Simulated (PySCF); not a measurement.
Molecule: `InChI=1S/C6H3FOS/c7-6-3-4-5(9-6)1-2-8-4/h1-3H`.

Geometry (Å), atoms numbered from 1 in this order:
```xyz
12

F     3.418   -0.527   -0.581
C     2.111   -0.351   -0.395
C     1.546    0.398    0.586
C     0.141    0.338    0.454
O    -0.899    0.862    1.118
C    -2.012    0.419    0.486
C    -1.721   -0.383   -0.577
C    -0.309   -0.442   -0.606
S     1.001   -1.138   -1.489
H     2.092    0.940    1.333
H    -2.952    0.743    0.885
H    -2.414   -0.859   -1.239
```

Frames of a GFN2-xTB Langevin trajectory at 300 K; GIAO PBE0/pcSseg-1 shieldings in PySCF 2.14.0 with density-fitted response routines, gas phase, non-relativistic; equivalent atoms averaged within each frame.

Scale: CFCl3 for ¹⁹F (σref 170.95); ¹³C (σref 186.93) and ¹H (σref 31.72) vs TMS; H2O for ¹⁷O (σref 336.08); ³³S (σref 503.73) against CS2 (reference shieldings calculated alike). The references are static minima.

**Question.** How do the shifts (ppm) fluctuate along the trajectory?

**Answer.** 
```tsv
time (fs)	F1	C2	C4	C6	C8	C7	C3	O5	S9	H11
optimised geometry	-125.9	178.5	156.4	147.4	122.4	111.8	99.0	271.6	119	7.61
250	-117.8	178.6	154.9	144.3	130.6	114.2	95.8	278.5	161	8.16
425	-123.5	179.9	161.1	152.7	124.8	115.3	100.6	286.9	162	7.87
625	-105.6	186.7	157.8	158.7	139.7	119.4	95.6	272.2	179	7.76
800	-139.3	170.5	159.1	139.1	134.2	108.9	97.8	253.8	151	8.04
1000	-129.3	176.9	156.4	151.3	131.2	112.4	103.0	280.9	177	7.96
mean of frames	-123.1	178.5	157.8	149.2	132.1	114.0	98.6	274.5	166	7.96
standard deviation	12.6	5.8	2.4	7.6	5.5	3.8	3.2	12.7	12	0.15
```

5 frames give an uncertainty of the mean of about the standard deviation over 2.2 at best, since frames this close in time may not be independent; classical motion lacks zero-point vibration, and the reference would need the same averaging.
